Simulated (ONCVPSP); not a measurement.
**Scattering properties, ONCV potential for Pt (Z = 78)**

| Item | Value |
| --- | --- |
| Element | platinum |
| Generator | ONCVPSP 4.0.1 |
| Type | optimised norm-conserving Vanderbilt (ONCV) |
| Functional | LDA (Perdew-Wang 92) |
| Relativity | scalar-relativistic |
| Frozen core | [Kr] 4d10 4f14 |
| Valence charge | 18 |
| Reference configuration | 5s2 5p6 5d9 (charge +1) |
| Partial waves | 5s: rc 1.40 bohr, ncon 4, nbas 8, qcut 7.1 1/bohr, 1 projector; 5p: rc 1.75 bohr, ncon 4, nbas 7, qcut 8 1/bohr, 2 projectors, debl 3.5 Ha; 5d: rc 1.95 bohr, ncon 4, nbas 8, qcut 7.8 1/bohr, 1 projector |
| Local potential | polynomial inside 1.15 bohr (lpopt 5, dvloc0 7 Ha) |
| Core correction | polynomial model core, fcfact 0.6 |

The phase is arctan(r·R′/R) of the radial function R(r), unwrapped; energies in Ha, scanned from -6 to 5 Ha. A pole is an energy at which the radial function vanishes at the test radius. The pseudo phase is shifted by a multiple of π to meet the all-electron one at the reference energy, and phase errors are pseudo minus all-electron; the curves can meet again beyond the range given. Levels narrower than the energy grid can be missing from the lists of poles.

```csv
channel,radius (bohr),reference energy (Ha),"poles, all-electron","poles, pseudo",unbroken range about the reference energy with phases within 0.05 rad,phase error 1 Ha above the reference energy (rad)
s,1.42,-4.06,-3.14,-3.14,below 0.4,-0.001
p,1.78,-2.37,-1.97,-1.97,the whole range,-0.000
d,1.98,-0.54,0.17,0.16,below 1.8,-0.002
```

Phases in the s channel:

```
E (Ha)  all-electron  pseudo
 -5.96         0.947   0.947
 -5.40         0.560   0.559
 -4.84        -0.464  -0.466
 -4.28        -1.194  -1.194
 -3.72        -1.447  -1.447
 -3.16        -1.568  -1.568
 -2.60        -1.645  -1.646
 -2.04        -1.705  -1.707
 -1.48        -1.759  -1.764
 -0.92        -1.816  -1.825
 -0.36        -1.882  -1.899
  0.20        -1.967  -2.003
  0.76        -2.090  -2.171
  1.32        -2.288  -2.487
  1.88        -2.637  -3.101
  2.44        -3.191  -3.794
  3.00        -3.736  -4.184
  3.56        -4.073  -4.383
  4.12        -4.263  -4.501
  4.68        -4.379  -4.584
```
